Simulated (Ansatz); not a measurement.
A nudged elastic band was laid between two geometries of BH5N2O + ClH (11 atoms, charge 0, multiplicity 1).

Computed with Ansatz 0.2.0, RHF/6-31G*.

```
movable images  : 5
climbing image  : yes
spring          : 5.0 eV/Å²
optimiser       : lbfgs
start path      : through a guess of the saddle point
force threshold : 0.05 eV/Å
iteration limit : 60
end points      : relaxation not finished
largest step    : 0.02 Å
```

Image 0:

```xyz
11
Properties=species:S:1:pos:R:3
B -0.275 -0.020 -0.275
O -0.515 0.446 1.011
H -1.374 0.240 1.347
N 1.019 0.193 -0.797
H 1.731 0.648 -0.273
H 1.294 -0.059 -1.717
N -1.296 -0.682 -1.008
H -2.227 -0.803 -0.682
H -1.157 -1.035 -1.927
Cl 1.420 2.357 2.738
H 0.620 1.602 2.088
```

Image 6:

```xyz
11
Properties=species:S:1:pos:R:3
B 0.194 0.595 -1.125
O -0.557 -0.296 2.170
H -0.870 0.512 1.781
N 1.313 0.390 -0.309
H 1.260 -0.139 0.534
H 2.198 0.799 -0.497
N -1.076 0.040 -0.876
H -1.208 -0.680 -0.200
H -1.828 0.142 -1.518
Cl 0.373 1.676 -2.563
H -0.558 -0.154 3.108
```

Problem. Which bonds break or form, and what moves?

Solution. Bonds broken: B1–O2, Cl10–H11. Bonds formed: B1–Cl10, O2–H11. BH5N2O + ClH becomes BClH4N2 + H2O.

Problem. What energy profile does the band end with?

Solution. It did not converge within its limit. The highest image is number 3 of 0 to 6, 1.95 eV above the first end and 1.73 eV above the last; the last end lies 0.22 eV above the first. The band didn't meet its force threshold, so its energies are provisional: the largest band force was still 0.37 eV/Å, and over the last iterations the top moved between 1.95 and 1.97 eV. Neighbouring images lie up to 1.7 Å apart, so the band is torn or far too coarse. The end points aren't both relaxed to the band's threshold either. The orbitals stay closed-shell, which can raise the energy where a bond breaks towards radicals; this wasn't checked here.

```csv
image,path coordinate (Å),energy (eV),B1–O2 (Å),Cl10–H11 (Å),B1–Cl10 (Å)
0,0.00,0.00,1.39,1.28,4.20
1,1.57,0.08,1.39,1.28,3.76
2,3.14,0.55,1.39,1.28,3.25
3,4.70,1.95,1.57,2.11,2.47
4,6.43,0.67,2.73,2.85,1.84
5,8.13,0.30,3.32,4.70,1.81
6,9.81,0.22,3.49,6.03,1.81
```

The band took 60 iterations and about 10 core-minutes.

The run took 9.8 min on 1 thread of Arm Neoverse V1 (shared host), peak memory 0.18 GiB.
